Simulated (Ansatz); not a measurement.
`BC1C=CN1` + `OC[AsH2]` → `B[AsH]CO` + `C1=CNC1` at 500 K and 1 bar (ligand exchange at a B–C bond).

Computed with Ansatz on PBE0-D4/def2-TZVP structures; ΔE is electronic, products minus reactants. CCSD(T)/CBS adds triple-zeta CCSD(T) − MP2 to the extrapolated MP2 energy (def2 sets, frozen cores). For As outer-core shells are correlated without core-valence functions, which leaves a few kJ/mol of doubt a bond. Scalar relativity is left out up to krypton. Each species was taken in one conformer, which may not be the lowest.

```
   species  CCSD(T)/CBS energy (Eh)  H − E (kJ/mol)  S (J/(mol·K))
`BC1C=CN1`               -197.17235           265.0          344.4
`OC[AsH2]`              -2351.21112           185.3          346.0
`B[AsH]CO`              -2376.59328           229.2          395.8
 `C1=CNC1`               -171.78957           227.0          305.5
```

H − E and S are ideal-gas, rigid-rotor, harmonic terms from PBE0-D4/def2-TZVP, for one conformer and one mirror image of each species. 1 Eh = 2625.50 kJ/mol, R = 8.31446 J/(mol·K).

By hand: ΔE, ΔH, ΔS and ΔG.

ΔE = (-2376.59328) + (-171.78957) − (-197.17235) − (-2351.21112) = 0.00062 Eh = 1.6 kJ/mol. Δ(H − E) = 229.2 + 227.0 − 265.0 − 185.3 = 5.9, so ΔH = 7.5 kJ/mol. ΔS = 395.8 + 305.5 − 344.4 − 346.0 = 10.9 J/(mol·K). ΔG = 7.5 − 500 × (10.9)/1000 = 2.0 kJ/mol.

By hand: the equilibrium constant, and the temperature at which ΔG would vanish if ΔH and ΔS stayed fixed.

log₁₀ K = −ΔG/(RT ln 10) = -0.2. ΔG = 0 at ΔH/ΔS = 688 K, though so small a ΔH makes that figure unsure.

TΔS isn't small against ΔH here. The sign of ΔG lies within the doubt. A doubt of 5 kJ/mol in ΔE shifts log₁₀ K by 0.5 here. Other conformers and mirror images would add mixing entropy, several J/(mol·K) or more a flexible species. These are equilibria of isolated gas molecules and say nothing of rates. Largest T1 diagnostic: 0.015 (customary marks: 0.02 for closed shells, 0.045 for open ones).
